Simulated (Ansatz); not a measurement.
Consider the ligand exchange at the Si–C bond: `[SiH3]/C=C/Br` + `[OH][Sc]([F])[Cl]` → `[F][Sc]([Cl])[O][SiH3]` + `C=CBr`.

Program: Ansatz. Geometries: PBE0-D4/def2-TZVP. ΔE: electronic, gas phase. CBS: MP2 limit from def2 TZ/QZ plus the TZ coupled-cluster correction, frozen cores. DFT in def2-TZVPP. For Br, Sc outer-core shells are correlated without core-valence functions, which leaves a few kJ/mol of doubt a bond. Scalar relativity is left out up to krypton. Each species was taken in one conformer, which may not be the lowest.

`[SiH3]/C=C/Br`:

Cartesian coordinates in Å:
```
Si -0.637 -1.096 0.522
C -0.068 0.644 0.188
C 0.819 0.903 -0.759
Br 1.451 2.632 -1.167
H -2.107 -1.206 0.331
H 0.059 -2.013 -0.418
H -0.322 -1.483 1.923
H -0.466 1.468 0.776
H 1.271 0.152 -1.395
```

`[OH][Sc]([F])[Cl]`:

Cartesian coordinates in Å:
```
O 0.936 0.680 0.657
Sc -0.410 -0.202 -0.231
F -2.087 0.543 -0.247
Cl -0.025 -2.208 -1.312
H 1.587 1.187 1.134
```

`[F][Sc]([Cl])[O][SiH3]`:

```xyz
8

F     2.445    0.803   -1.954
Sc    1.163   -0.413   -1.469
Cl    0.923   -2.415   -2.585
O     0.051    0.017   -0.038
Si   -0.921    0.410    1.221
H    -0.115    1.024    2.309
H    -1.594   -0.807    1.745
H    -1.952    1.382    0.771
```

`C=CBr`:

Cartesian coordinates in Å:
```
C -0.682 0.316 -0.068
C 0.550 -0.153 -0.112
Br 1.283 -1.264 1.217
H -1.361 0.091 0.745
H -1.038 0.953 -0.870
H 1.249 0.056 -0.911
```

| level | ΔE (eV) |
| --- | --- |
| r2SCAN-D4 | -1.03 |
| PBE0-D4 | -0.97 |
| ωB97M-V | -1.04 |
| PBE | -0.92 |
| SCS-MP2/def2-TZVPP | -1.11 |
| CCSD(T)/def2-TZVPP | -1.07 |
| MP2/def2-QZVPP | -1.07 |
| CCSD/CBS(def2) | -1.12 |

Q: What does CCSD(T)/CBS give? (An estimate is asked.)

A: Ansatz gave: -1.09 eV. The listed levels differ from it by 0.06, 0.12, 0.05, 0.17, -0.02, 0.02, 0.02, -0.03 eV.

Largest T1 diagnostic among the species: 0.016.

In def2-TZVPP, CCSD(T) changes the Hartree–Fock value by +0.21 eV (the triples alone add +0.03 eV) and MP2 by +0.23 eV. From PBE to PBE0 (25 % exact exchange), in def2-TZVPP and without D4, ΔE moves by −0.06 eV.
